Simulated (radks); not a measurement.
Species: Au II. Configuration: [Xe] 4f14 5d10. All-electron calculation, scalar-relativistic Kohn-Sham, PBEsol, spin-polarised, spherical densities, finite nucleus; Fermi nuclear charge, rms radius 5.4371 fm. Program: a radial shooting solver on a logarithmic mesh with Libxc functionals.

Radial electron density D(r) = 4 pi r^2 rho(r):

r (bohr)   D(r) (e/bohr)
0.0007373          6.560
0.0008583          8.256
0.0009992          10.35
0.001154           12.79
0.001343           15.91
0.001564           19.70
0.001821           24.24
0.002119           29.63
0.002467           35.93
0.002872           43.18
0.003344           51.34
0.003862           59.80
0.004496           69.30
0.005234           79.01
0.006093           88.41
0.007094           96.86
0.008258           103.6
0.009614           108.0
0.01119            109.6
0.01293            108.4
0.01505            104.9
0.01752            100.6
0.02039            97.44
0.02374            97.84
0.02764            103.5
0.03217            114.6
0.03746            128.8
0.04326            141.2
0.05036            148.0
0.05863            145.2
0.06825            134.1
0.07945            121.2
0.0925             115.2
0.1077             120.3
0.1254             131.8
0.1448             137.7
0.1685             128.9
0.1962             106.4
0.2284             83.75
0.2659             75.04
0.3096             81.11
0.3604             89.05
0.4195             85.57
0.4845             70.20
0.5641             49.66
0.6567             33.92
0.7645             25.77
0.89               22.23
1.036              19.40
1.206              15.68
1.404              11.48
1.622              7.881
1.888              4.927
2.198              2.866
2.559              1.531
2.979             0.7332
3.467             0.3074
4.037             0.1102
4.699            0.03267
5.427           0.008362
6.318           0.001525
7.355          0.0002036

D(r) has 4 maxima, at r = 0.0112, 0.0520, 0.145, 0.375 bohr, and minima at 0.0217, 0.0932, 0.266 bohr, inside which lie 1.88, 11.03, 30.00 electrons.
